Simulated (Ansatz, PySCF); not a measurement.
AlClH4O2Si, SMILES [SiH2](Cl)[Al]([OH])[OH].

The structure is a stationary point at TPSSh-D3(BJ)/def2-SVP. The structure was generated by enumeration; whether it is a known compound was not checked. The values are those of a single conformer.

Vertical ionisation energy (IE) and electron affinity (EA) in eV. Rows of orbital energies are one-electron estimates. Where ΔSCF, EOM or ADC give a negative EA the extra electron is unbound and the value depends on the basis.

```json
[
 {"level": "−ε(HOMO), −ε(LUMO), B3LYP/def2-TZVP (PySCF)", "IE": "7.72", "EA": "1.25"},
 {"level": "−ε(HOMO), −ε(LUMO), PBE/def2-TZVP (PySCF)", "IE": "6.72", "EA": "1.82"},
 {"level": "ΔSCF, PBE0/def2-SVPD (Ansatz), final states of multiplicity 2 and 2", "IE": "10.03", "EA": "-0.36"},
 {"level": "ΔSCF, PBE/def2-SVPD (Ansatz), final states of multiplicity 2 and 2", "IE": "___", "EA": "___"}
]
```

### Question
Fill in the missing entries. (An estimate is asked for; the answer gives what the named calculation found.)

### Answer

- ΔSCF, PBE/def2-SVPD (Ansatz, a quantum-chemistry and plane-wave program), final states of multiplicity 2 and 2, IE: 9.65
- ΔSCF, PBE/def2-SVPD (Ansatz), final states of multiplicity 2 and 2, EA: -0.21

### Question
What vertical singlet–triplet gap does ΔSCF give with PBE0/def2-SVPD (Ansatz) and with PBE/def2-SVPD (Ansatz)? (The exact figures need the calculation; the answer reports its results.)

### Answer
4.77 and 4.55 eV (triplet above singlet where positive).
